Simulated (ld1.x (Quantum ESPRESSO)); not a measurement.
## Which change was made? (Er, TM)

ld1.x (Quantum ESPRESSO) 7.5 input, shortened:

```
&input
   title='Er', zed=68., rel=1, dft='PBE', iswitch=3,
   config='[Xe] 4f12 5d0 6s2 6p0'
 /
 &inputp
   pseudotype=2, tm=.true., lloc=2,
   nlcc=.false.
 /
4
5S  1  0   2.00   0.00  1.80  1.80  0.0
5P  2  1   6.00   0.00  2.05  2.05  0.0
4F  4  3  12.00   0.00  1.30  1.30  0.0
5D  3  2   0.00   0.00  2.00  2.00  0.0
 &test
   configts(1)='4f12 5s2 5p6 5d0 6s2 6p0'
 /
```

Occupied shells without a wave of their own: 6s. They enter only through the test configuration that unscreens the potential.

Cutoffs, loose and tight: the cutoffs (Ry, on a coarse ladder) from which the occupation-weighted sum of valence levels, in a spherical-Bessel basis at the reference potential, stays within 10 and 1 mRy of its value at 400 Ry. They do not see the model core or the augmentation charge, which bear on the density cutoff. Test errors are all-electron minus pseudo excitation energies from the reference, over the configurations 4f12 5s2 5p6 5d0 6s1 6p0; 4f12 5s2 5p6 5d0 6s0 6p0; 4f11 5s2 5p6 5d0 6s0 6p0; 4f12 5s1 5p6 5d0 6s2 6p0; 4f12 5s2 5p6 5d0 6s1.5 6p0; 4f12 5s2 5p6 5d0 6s0 6p2; 4f11 5s2 5p6 5d1 6s1 6p0; variants that change the core or the reference have their own tests. The largest error is taken over the tests solved by every variant that gives reliable tests at all, those not shown here included: 4f11 5s2 5p6 5d0 6s0 6p0; 4f11 5s2 5p6 5d1 6s1 6p0; 4f12 5s1 5p6 5d0 6s2 6p0; 4f12 5s2 5p6 5d0 6s0 6p0; 4f12 5s2 5p6 5d0 6s0 6p2; 4f12 5s2 5p6 5d0 6s1 6p0.

The base gives: outcome: generated, misses its reference levels by 0.29 eV; cutoff, loose: 260 Ry; cutoff, tight: over 300 Ry; bound ghosts: none; largest test error (meV): +1846.

Q: After one change the result is: outcome: generated, misses its reference levels by 0.31 eV; cutoff, loose: 260 Ry; cutoff, tight: over 300 Ry; bound ghosts: none; largest test error (meV): +1915. Which change was it?
A. wave 5d (bound): rc 2.00 bohr becomes 5d (bound): rc 3.00 bohr
B. wave 5d (bound): rc 2.00 bohr becomes 5d (bound): rc 2.58 bohr
C. wave 5d (bound): rc 2.00 bohr becomes 5d (bound): rc 1.68 bohr
D. wave 5d (bound): rc 2.00 bohr becomes 5d (bound): rc 1.40 bohr

A: C. The others give: wave 5d (bound): rc 2.00 bohr becomes 5d (bound): rc 2.58 bohr → outcome: generated, misses its reference levels by 0.33 eV; cutoff, loose: 260 Ry; cutoff, tight: over 300 Ry; bound ghosts: none; largest test error (meV): +1973 | wave 5d (bound): rc 2.00 bohr becomes 5d (bound): rc 1.40 bohr → outcome: generated; cutoff, loose: 260 Ry; cutoff, tight: over 300 Ry; bound ghosts: none; largest test error (meV): +436 | wave 5d (bound): rc 2.00 bohr becomes 5d (bound): rc 3.00 bohr → outcome: failed: run_pseudo: Errors in PS-KS equation.
